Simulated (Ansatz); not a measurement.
CH8GeN2 (`N[CH2][GeH2][NH2]`) at its PBE0-D4/def2-TZVP geometry, where that method's forces vanish. Total charge 0; spin multiplicity 1.

```xyz
12

N     0.5010   -1.1542    1.6565
C     0.5701   -0.7844    0.2507
Ge   -0.7794    0.6034   -0.1234
N    -0.6414    1.3812   -1.7903
H     1.1404   -1.9086    1.8736
H     0.7507   -0.3733    2.2498
H     0.3123   -1.6544   -0.3600
H     1.5543   -0.4325   -0.0954
H    -0.5959    1.7347    0.9104
H    -2.1932    0.0073   -0.0323
H    -0.8694    0.7648   -2.5578
H     0.2504    1.8159   -1.9819
```

(1) What forces (eV/Å) does ωB97M-V/def2-TZVPP give on these atoms in Ansatz? (Best estimate.)

Results:

(1) Computed: 
```
N1   0.030 -0.059  0.253
C2   0.011  0.091 -0.371
Ge3 -0.066 -0.017  0.156
N4   0.039 -0.022 -0.041
H5  -0.033  0.048 -0.001
H6  -0.005 -0.036 -0.016
H7   0.028  0.063  0.048
H8  -0.083 -0.044  0.046
H9  -0.008 -0.083 -0.066
H10  0.105  0.038 -0.006
H11  0.015  0.034  0.012
H12 -0.035 -0.012 -0.013
```
